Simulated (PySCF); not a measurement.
C₃H₃FOS₂, SMILES C[S@](=O)C(F)=C=S, point group C1.

Level: PBE0/pcSseg-1 in PySCF (density fitting, grid level 2); geometry and Hessian at that level, cubic constants and property derivatives from steps of ±0.6 along each species' dimensionless normal coordinates, second-order vibrational perturbation theory. The parent has the commonest isotopes.

Equilibrium geometry (Å):

```tsv
atom	x	y	z
C1	-1.3468	-0.2062	0.8493
S2	-0.5802	0.8719	-0.3939
O3	-0.8458	0.2475	-1.7344
C4	1.1375	0.4845	0.0521
F5	1.5231	1.0120	1.2242
C6	1.9172	-0.1871	-0.7578
S7	2.7399	-0.9800	-1.8112
H8	-0.9697	0.0532	1.8437
H9	-1.1135	-1.2425	0.5895
H10	-2.4260	-0.0347	0.7981
```

Q: Give the equilibrium and ground-state rotational constants (MHz) of parent; ²H at 8.

A: 
| species | Ae | Be | Ce | A0 | B0 | C0 | Δ0 (u Å²) | harmonic ZPE (cm⁻¹) |
| --- | --- | --- | --- | --- | --- | --- | --- | --- |
| parent | 2782.1 | 1194.6 | 938.41 | 2760.1 | 1192.2 | 937.14 | -67.718 | 12318 |
| ²H at 8 | 2741 | 1174.6 | 926.58 | 2719.8 | 1172 | 925.31 | -70.866 | 11631 |

Δ0 = Ic − Ia − Ib from the ground-state constants.

Q: How is the parent's vibrational correction B0 − Be made up?

A: 
```
axis  harmonic  Coriolis  cubic  total (MHz)
   a      4.02     -3.77  -22.2        -21.9
   b      1.29    -0.748  -2.92        -2.38
   c     0.511    -0.486  -1.29        -1.27
```

Q: And its quartic centrifugal distortion constants from the harmonic force field?

A: Asymmetric top, A reduction, Ir representation: ΔJ = 0.294 kHz, ΔJK = -0.78 kHz, ΔK = 3.86 kHz, δJ = 0.067 kHz, δK = 0.208 kHz.

A mode lies under 250 cm⁻¹, where this perturbation treatment is rough. Internal rotors are held in one well.
